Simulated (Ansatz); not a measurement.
Reaction (redistribution): `[Cl][SnH]([Cl])[Cl]` + `N[SiH2]O[SiH3]` → `[NH2][Sn]([Cl])([Cl])[Cl]` + `[SiH3]O[SiH3]`

Program: Ansatz. Geometries: PBE0-D4/def2-TZVP. ΔE: electronic, gas phase. CCSD(T)/CBS is the MP2 limit (def2-TZVPP, def2-QZVPP) plus CCSD(T) − MP2 in def2-TZVPP, frozen cores. DFT in def2-TZVPP. Elements past krypton have def2 core potentials. For Sn outer-core shells are correlated without core-valence functions, which leaves a few kJ/mol of doubt a bond. One conformer a species, not always the lowest.

| level | ΔE (kcal/mol) |
| --- | --- |
| r2SCAN-D4 | 15.6 |
| LC-ωPBE | 16.6 |
| HF/def2-SVP | 17.3 |
| HF/def2-QZVPP | 16.8 |

Problem. What does CCSD(T)/CBS give? (An estimate is asked.)

Solution. Ansatz gave: +14.5 kcal/mol. The listed levels differ from it by 1.1, 2.1, 2.8, 2.3 kcal/mol.

Largest T1 diagnostic among the species: 0.011.

From PBE to PBE0 (25 % exact exchange), in def2-TZVPP and without D4, ΔE moves by +1.0 kcal/mol. In def2-TZVPP, CCSD(T) changes the Hartree–Fock value by −2.3 kcal/mol (the triples alone add −0.7 kcal/mol) and MP2 by −2.6 kcal/mol.
